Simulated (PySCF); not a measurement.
Can point charges reproduce the dipole moment of `c1coc([SiH]2CC2)c1`?

Coordinates (PBE0-D3(BJ)/def2-SVP, Å) and charges (e) from the PBE0/pcSseg-1 density (PySCF):

```csv
atom,x,y,z,Mulliken,IAO,Hirshfeld,ESP-fitted
C1,2.735,-0.546,0.333,-0.1727,-0.2241,-0.0897,-0.3728
C2,2.805,0.650,-0.321,+0.1591,+0.0173,+0.0137,+0.0007
O3,1.589,1.208,-0.419,-0.3764,-0.2259,-0.0650,-0.1673
C4,0.689,0.375,0.180,-0.0673,-0.1357,-0.0485,+0.1452
Si5,-1.105,0.837,0.192,+0.6810,+0.8024,+0.3136,+0.0337
C6,-2.267,0.039,-1.020,-0.4706,-0.5300,-0.1693,-0.2381
C7,-2.326,-0.544,0.405,-0.4856,-0.5279,-0.1688,-0.4677
C8,1.359,-0.723,0.662,-0.1381,-0.1933,-0.0792,-0.0969
H9,3.564,-1.213,0.556,+0.1018,+0.1654,+0.0585,+0.2127
H10,3.629,1.211,-0.756,+0.1137,+0.1720,+0.0667,+0.1641
H11,-1.421,2.190,0.710,-0.0565,-0.1000,-0.0627,+0.0375
H12,-1.847,-0.610,-1.797,+0.1548,+0.1556,+0.0429,+0.1243
H13,-3.149,0.591,-1.364,+0.1509,+0.1538,+0.0432,+0.1228
H14,-1.959,-1.569,0.531,+0.1533,+0.1516,+0.0424,+0.1656
H15,-3.245,-0.361,0.973,+0.1530,+0.1549,+0.0435,+0.1905
H16,0.910,-1.557,1.197,+0.0995,+0.1639,+0.0587,+0.1455
```

Problem. Compute μ = Σ q r for each scheme (1 e·Å = 4.803 D) and compare with the dipole of the full density.

Solution. The full density gives (0.74, -0.64, 0.22) D, 1.00 D in size; dipole vectors point from the negative to the positive end.

```
    scheme     μx     μy    μz  size (D)  share of the full size (%)  angle to the full dipole (°)
  Mulliken  -0.12   0.33  0.75      0.83                          83                           100
       IAO   0.95   0.59  0.83      1.39                         139                            69
 Hirshfeld   0.64   0.31  0.16      0.73                          72                            65
ESP-fitted   0.72  -0.65  0.22      0.99                          99                             1
```

Problem. Which set comes closest?

Solution. Length of the difference vector: ESP-fitted 0.02 D, Hirshfeld 0.96 D, IAO 1.39 D, Mulliken 1.40 D. Closest: ESP-fitted. ESP charges are fitted to the potential around the molecule, whose slowest-falling term is the dipole's. The schemes that divide the density aren't constrained to reproduce the dipole.

Problem. What is left for the Hirshfeld atoms' own dipoles?

Solution. The Hirshfeld atoms' densities add up to the full density, so μ = Σ q r + Σ (atomic dipoles). The atomic dipoles sum to (0.74, -0.64, 0.22) − (0.64, 0.31, 0.16) = (0.10, -0.95, 0.06) D, 0.96 D in size.

Problem. With the origin at the mean of the coordinates, (-0.002, -0.001, 0.004) Å, which are the largest single terms, by size, of the Mulliken dipole along the direction of the full one?

Solution. C6 +4.33, Si5 -4.28, C7 +2.98, H13 -2.17, C1 -2.02 D; all 16 atoms together -0.14 D. The single terms depend on the origin, their sum doesn't.

Problem. Give the size of the full dipole in other units.

Solution. 1.00 D = 0.394 au = 0.208 e·Å = 3.34 × 10⁻³⁰ C·m.

Geometry: PBE0-D3(BJ)/def2-SVP, one conformer, isolated molecule.

The run behind these numbers computed NMR shieldings as well. Time: 58 s of wall time (with the writing of density and orbital grids); peak memory 1.0 GiB. Hardware: one thread, Arm Neoverse N1 (aarch64), no GPU (shared host).

Conformer computed: `[cH:1]1[cH:2][o:3][c:4]([SiH:5]2[CH2:6][CH2:7]2)[cH:8]1`: O3–C4–Si5–C6 101°.
